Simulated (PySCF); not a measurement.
Several molecules and their computed UV-vis stick spectra, shuffled. Computed with TDDFT wB97X-D/def2-SVPD, vertical, gas phase, core orbitals frozen in the response in PySCF. Geometries: PBE0-D3(BJ)/def2-SVP; one conformer of each isolated species. Triplets are in the Tamm–Dancoff approximation. Atoms past krypton carry core potentials; spin–orbit coupling is left out. Ions are computed without counter-ions or solvent.

A. `N[C@]12C[C@](C(F)(F)F)(C1)C2` (C6H8F3N)
B. `Cl[C@H]1COCC[SiH2]1` (C4H9ClOSi)
C. `[N]#[Ru-](=[O])(=[O])=[O]` ([NO3Ru]-)
D. `NCCO` (C2H7NO)

Lowest singlet levels (six at most, fewer where fewer were computed) with oscillator strengths:

1. 2.73 eV (f 0.000); 3.03 eV (f 0.002 summed over 2 states); 3.72 eV (f 0.015); 3.89 eV (f 0.013 summed over 2 states); 4.05 eV (f 0.000 summed over 2 states); 4.40 eV (f 0.000); T1 2.32 eV
2. 6.75 eV (f 0.008); 7.22 eV (f 0.008); 7.63 eV (f 0.013); 7.70 eV (f 0.001); 7.97 eV (f 0.006); 8.10 eV (f 0.035); T1 6.14 eV
3. 6.75 eV (f 0.030); 8.19 eV (f 0.004); 8.22 eV (f 0.018); 8.63 eV (f 0.005); 8.86 eV (f 0.010); 8.88 eV (f 0.021); T1 6.56 eV
4. 6.92 eV (f 0.013); 7.63 eV (f 0.019); 8.16 eV (f 0.053); 8.23 eV (f 0.002); 8.50 eV (f 0.067); 8.68 eV (f 0.023); T1 6.71 eV

Problem. Which spectrum belongs to which structure?

Solution. 1 = C, 2 = B, 3 = A, 4 = D.
- A: S1 at 6.75 eV, HOMO→LUMO (73%), HOMO→LUMO+1 (21%); Löwdin shares by element: HOMO nitrogen 54%, carbon 25% or more, hydrogen 5% or more (atoms not listed hold the other 16%); LUMO hydrogen 19% or more, carbon 12% or more, nitrogen 9% (atoms not listed hold the other 59%); HOMO -9.20 and LUMO 2.11 eV; point group Cs.
- B: S1 at 6.75 eV, HOMO→LUMO (52%), HOMO→LUMO+1 (13%), HOMO-1→LUMO (11%); Löwdin shares by element: HOMO oxygen 29%, chlorine 24%, carbon 22% or more (atoms not listed hold the other 25%); LUMO chlorine 24%, carbon 19% or more, silicon 16% (atoms not listed hold the other 40%); HOMO -9.56 and LUMO 1.84 eV.
- C: S1 at 2.73 eV, HOMO-1/HOMO→LUMO/LUMO+1 (≥94%); for S1 the Löwdin share of ruthenium is 5% in HOMO and 44% in LUMO; HOMO -4.94 and LUMO 3.51 eV; point group C3v, 4 of its 9 listed states under f = 0.0005.
- D: S1 at 6.92 eV, HOMO→LUMO (62%), HOMO-1→LUMO (27%); Löwdin shares by element: HOMO oxygen 37%, nitrogen 26%, carbon 20% (atoms not listed hold the other 17%); LUMO hydrogen 29% or more, carbon 22% or more, nitrogen 12% (atoms not listed hold the other 38%); HOMO -9.32 and LUMO 2.24 eV.
A and B have S1 within 0.01 eV of each other; their strongest listed levels stand at 6.75 eV (f 0.030) and 8.10 eV (f 0.035).

A slash joins orbitals within 0.01 eV of each other, whose weights are summed (≥ marks a lower bound).
